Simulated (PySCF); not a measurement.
# Unknowns

- GIAO PBE0/pcSseg-1 shieldings
- spin–spin couplings from B3LYP/pcJ-1
- geometry: PBE0-D3(BJ)/def2-SVP
- run in PySCF
- no relativistic terms, averaged over atoms made equivalent by symmetry, fast rotation or ring inversion, a single conformation, no solvent model

References, each an isolated molecule treated in the same way: TMS for 1H and 13C. Multiplet labels drop J under 1 Hz and among equivalent protons, and merge close values. Unscaled 3J(H,H) run several per cent high. One-bond C–F couplings are unscaled and too large by tens of Hz. Shifts are as computed. Against solution values, carbons near 30 ppm lie about +2 ppm off and those near 130 ppm about +5 ppm. Of 1211 compounds with measured shifts, 218 miss one by over three times the rms of a fit or turn the order of signals round; such compounds aren't used in these exercises. For the larger molecules the spin–dipole term is left out of H,H and C,H couplings.

Q: C₄H₂F₂. 1H NMR (400 MHz, computed): δ 7.71 (ddd, J = 81.9, 1.2, 1.0 Hz, 1H), 3.94 (ddd, J = 3.8, 2.4, 1.2 Hz, 1H). 13C{1H} NMR (computed): δ 159.8 (CH, dd, J = 347.2, 67.9 Hz), 144.5 (C, dd, J = 303.3, 34.7 Hz), 102.1 (CH, d, J = 4.6 Hz), 72.9 (C, dd, J = 35.3, 10.8 Hz). What is it?

A: `C#C/C(F)=C\F`. The formula gives 3 degrees of unsaturation (no ring in the answer). 4 carbon signals for 4 carbons: no two carbons are equivalent. Carbon types of the structure: 2 × C, 2 × CH, which accounts for all hydrogens. δC 159.8: alkene CH; the olefinic region. δC 144.5: fully substituted alkene carbon; the olefinic region. δC 102.1: terminal alkyne carbon; sp carbons lie upfield of alkene carbons because the cylindrical π system leaves one tensor component strongly shielded. δC 72.9: alkyne carbon; the triple bond shields along its axis, which puts it between sp3 and sp2 carbons.

The data come from this structure; uniqueness wasn't tested.

Q: C₆H₈O₂. 1H NMR (400 MHz, computed): δ 5.15 (t, J = 1.7 Hz, 1H), 3.70 (s, 3H), 2.37 (m, 2H), 2.18 (m, 2H). 13C{1H} NMR (computed): δ 202.0, 195.2, 108.0, 57.5, 35.3, 30.1. Identify the compound.

A: `COC1=CC(=O)CC1`. The formula gives 3 degrees of unsaturation (1 ring in the answer). 6 carbon signals for 6 carbons: no two carbons are equivalent. Carbon types of the structure: 2 × C, 1 × CH, 2 × CH2, 1 × CH3, which accounts for all hydrogens. δC 202.0: ketone carbonyl carbon; low-lying n→π* states of the double bond to the heteroatom give a large paramagnetic term (-265 ppm). δC 195.2: alkene carbon bearing oxygen; an sp2 carbon further deshielded by the attached heteroatom. δC 108.0: β carbon of an enol-ether or enamine type C=C; the O or N lone pair pushes π density onto this β carbon and shields it. δH 2.18: hydrogen on an sp3 CH2 α to a carbonyl; α to C=O.

The shifts were computed for this structure.
